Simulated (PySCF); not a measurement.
H2N (SMILES [NH2-]), charge -1, singlet, geometry from GFN2-xTB, with bond 2-1 at 2.0 times its length. Base run: PySCF with CAMB3LYP/def2-TZVP.

Geometry (Å):
```xyz
3

N     -0.0019     0.1053     0.1052
H      1.6359    -0.7779    -0.8776
H     -0.8040    -0.4005    -0.3506
```
Charge -1, spin multiplicity 1.
All else is at PySCF's defaults.
Base energy -55.74609 Eh.

The base run was repeated with changes; each row names its change, and settings that it needs were set with it.

| change | ΔE vs base (mEh) | SCF cycles | outcome |
|---|---|---|---|
| base | 0.000 | 9 | converged |
| diis_space = 4 | 0.000 | 9 | converged |
| diis = off; damp = 0.3 (with mf.diis_start_cycle = 200; with mf.max_cycle = 150) | - | 150 | not converged |
| level_shift = 0.1 (with mf.max_cycle = 100) | 0.000 | 11 | converged |
| conv_tol = 1e-6 | 0.000 | 8 | converged |
| diis_space = 20 | 0.000 | 9 | converged |
| DIIS = ADIIS | 0.000 | 16 | converged |
| init_guess = mod_huckel | 0.000 | 10 | converged |
| diis = off (with mf.max_cycle = 100) | - | 100 | not converged |
| solver = newton | 0.000 | - | converged |
| level_shift = 0.5 (with mf.max_cycle = 100) | 0.000 | 20 | converged |
| conv_tol_grad = 1e-3 | 0.000 | 9 | converged |
| conv_tol = 1e-7 | 0.000 | 8 | converged |
